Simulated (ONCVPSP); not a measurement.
Sm: variants of one ONCV potential

Base potential:

Sm, optimised norm-conserving Vanderbilt (ONCV), made with ONCVPSP 4.0.1 (PBEsol, scalar-relativistic). Core [Kr] 4d10, reference 4f6 5s2 5p6 6s0.5 (charge +1.5). Waves: 5s+6s: rc 2.65 bohr, ncon 4, nbas 9, qcut 4.1 1/bohr, 2 projectors; 5p: rc 2.20 bohr, ncon 4, nbas 7, qcut 6.5 1/bohr, 2 projectors, debl 0.4 Ha; d scattering state at 0.23 Ha: rc 2.00 bohr, ncon 4, nbas 7, qcut 4.1 1/bohr, 2 projectors, debl 1.6 Ha; 4f: rc 1.30 bohr, ncon 5, nbas 10, qcut 12.2 1/bohr, 3 projectors, debl 1.2 Ha. Local part: polynomial inside 0.85 bohr (lpopt 5, dvloc0 4 Ha). Core correction: Teter function, fcfact 2, rcfact 1.15.

In the p channel the program set the typed energies aside and used -1.208, 0.250 Ha. In the d channel the program set the typed energies aside and used 0.050, 1.650 Ha.

Cutoffs, loose and tight: the cutoffs (Ha) at which the residual kinetic energy of the hardest occupied pseudo-wave falls to 1 and 0.1 mHa per electron. They do not see the model core or the augmentation charge, which bear on the density cutoff. Test errors are all-electron minus pseudo excitation energies from the reference, over the configurations 4f6 5s2 5p6 6s2; 4f6 5s2 5p6 6s1; 4f6 5s2 5p6 6s0; 4f5 5s2 5p6 5d1 6s2. A dash means not determined; rows that change the core or the reference have their own tests.

A true bound ghost makes a file unfit for plane-wave use even where its test errors are small: the radial tests pick states by their node count and pass the ghost by.

```csv
change,outcome,"cutoff, loose","cutoff, tight",bound ghosts,GHOST(+) flags above zero,largest test error (meV)
base,"generated, projector energies reset by the program",72 Ha,188 Ha,"s, p","d, f",tests left out (the all-electron energies of this program are off by 10 to 40 meV for near-neutral 4f atoms)
"local potential polynomial inside 0.85 bohr (lpopt 5, dvloc0 -2.5 Ha)","generated, projector energies reset by the program",72 Ha,188 Ha,"s, p, f","d, f",tests left out (the all-electron energies of this program are off by 10 to 40 meV for near-neutral 4f atoms)
"local potential polynomial inside 0.85 bohr (lpopt 5, dvloc0 -1 Ha)","generated, projector energies reset by the program",72 Ha,188 Ha,"s, p, f","d, f",tests left out (the all-electron energies of this program are off by 10 to 40 meV for near-neutral 4f atoms)
"local potential polynomial inside 0.85 bohr (lpopt 5, dvloc0 0.5 Ha)","generated, projector energies reset by the program",72 Ha,188 Ha,"s, p","d, f",tests left out (the all-electron energies of this program are off by 10 to 40 meV for near-neutral 4f atoms)
"local potential polynomial inside 0.85 bohr (lpopt 5, dvloc0 2 Ha)","generated, projector energies reset by the program",72 Ha,188 Ha,"s, p","d, f",tests left out (the all-electron energies of this program are off by 10 to 40 meV for near-neutral 4f atoms)
"local potential polynomial inside 0.85 bohr (lpopt 5, dvloc0 3 Ha)","generated, projector energies reset by the program",72 Ha,188 Ha,"s, p","d, f",tests left out (the all-electron energies of this program are off by 10 to 40 meV for near-neutral 4f atoms)
"local potential polynomial inside 0.85 bohr (lpopt 5, dvloc0 5.5 Ha)","generated, projector energies reset by the program",72 Ha,188 Ha,"s, p",f,tests left out (the all-electron energies of this program are off by 10 to 40 meV for near-neutral 4f atoms)
"local potential polynomial inside 0.85 bohr (lpopt 5, dvloc0 6.5 Ha)","generated, projector energies reset by the program",72 Ha,188 Ha,s,"p, f",tests left out (the all-electron energies of this program are off by 10 to 40 meV for near-neutral 4f atoms)
"local potential polynomial inside 0.85 bohr (lpopt 5, dvloc0 7.5 Ha)","generated, projector energies reset by the program",72 Ha,188 Ha,s,"p, f",tests left out (the all-electron energies of this program are off by 10 to 40 meV for near-neutral 4f atoms)
"local potential polynomial inside 0.85 bohr (lpopt 5, dvloc0 9.5 Ha)","generated, projector energies reset by the program",72 Ha,188 Ha,s,p,tests left out (the all-electron energies of this program are off by 10 to 40 meV for near-neutral 4f atoms)
```

Reading the sweep of the dvloc0 (base included, trends over the rows without a ghost): Bound ghosts are found at -2.5, -1, 0.5, 2, 3, 4, 5.5, 6.5, 7.5, 9.5 Ha. Every judged row has one, so this setting neither creates nor removes them.
